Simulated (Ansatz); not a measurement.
A nudged elastic band was laid between two geometries of Al2ClH3S (7 atoms, charge 0, multiplicity 1).

All numbers below come from RKS LDA/def2-SVP in Ansatz 0.2.0.

- movable images: 7
- climbing image: yes
- spring: 5.0 eV/Å²
- optimiser: quadratic models (default)
- start path: IDPP
- force threshold: 0.05 eV/Å
- iteration limit: 60
- end points: relaxed

Image 0:

```xyz
7
Properties=species:S:1:pos:R:3
Al -1.014 1.307 -0.528
S -1.142 -0.864 -0.303
Al 0.861 -1.221 0.464
Cl 1.342 -3.212 0.886
H -2.326 2.015 -1.090
H 0.342 2.056 -0.139
H 1.937 -0.081 0.709
```

Image 8:

```xyz
7
Properties=species:S:1:pos:R:3
Al -0.538 1.016 -0.697
S -0.997 0.310 1.430
Al 0.480 -1.149 1.044
Cl 1.159 -0.745 -1.005
H -1.634 0.598 -1.778
H 0.355 2.336 -0.772
H 1.174 -2.365 1.778
```

(1) What changes between the two ends?

(2) What energy profile does the band end with?

(3) What is the geometry of the highest image?

Results:

(1) Bonds formed: Al1–Cl4. The dihedral Al1–S2–Al3–Cl4 goes from -180 to 0°.

(2) It converged. The highest image is number 1 of 0 to 8, 0.012 eV above the first end and 0.369 eV above the last; the last end lies 0.357 eV below the first. The profile has 3 maxima (images 1, 4, 6) with wells between them (images 3, 5): this band takes more than one step, which may be the mechanism or a detour left from its start path. A vibrational analysis at the climbing image gives no mode beyond 40i cm⁻¹: the surface is too flat there to confirm a saddle point.

| image | path coordinate (Å) | energy (eV) | Al1–Cl4 (Å) | dihedral Al1–S2–Al3–Cl4 (°) |
| --- | --- | --- | --- | --- |
| 0 | 0.00 | 0.000 | 5.29 | -180 |
| 1 | 1.31 | 0.012 | 4.99 | -139 |
| 2 | 2.32 | -0.074 | 4.49 | -123 |
| 3 | 3.33 | -0.255 | 3.95 | -98 |
| 4 | 4.34 | -0.194 | 3.30 | -73 |
| 5 | 5.34 | -0.348 | 2.34 | -47 |
| 6 | 6.35 | -0.128 | 2.50 | -39 |
| 7 | 7.36 | -0.284 | 2.48 | -20 |
| 8 | 8.36 | -0.357 | 2.46 | 0 |

(3) 
```xyz
7
Properties=species:S:1:pos:R:3
Al -0.987 1.201 -0.615
S -1.338 -0.790 0.198
Al 0.770 -1.105 0.659
Cl 1.549 -3.006 0.259
H -2.244 2.018 -1.153
H 0.534 1.701 -0.669
H 1.716 -0.019 1.321
```

Run time: 5.5 min on 1 thread of Arm Neoverse V1, with other jobs on the host, peak memory 0.28 GiB.
